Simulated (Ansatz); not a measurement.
```xyz
8

B    -0.083    0.680   -0.867
F     0.190   -0.819   -0.660
B     0.083   -0.680    0.867
F    -0.191    0.819    0.660
H    -1.152    0.834   -1.367
H     0.902    1.223   -1.257
H    -0.902   -1.223    1.258
H     1.152   -0.833    1.367
```

Total charge 0; spin multiplicity 1.

List the PBE0/def2-TZVPP orbital energies in eV (the Gaussian-basis code of Ansatz). (An estimate is asked.)

Computed: Occupied: -675.76, -675.76, -186.61, -186.61, -36.01, -34.50, -17.80, -17.47, -15.94, -15.33, -13.48, -13.42, -12.87, -11.40, -10.21, -9.15. Lowest empty: -0.08, 1.40, 1.88, 2.14, 2.21, 2.83, 3.60, 3.99.
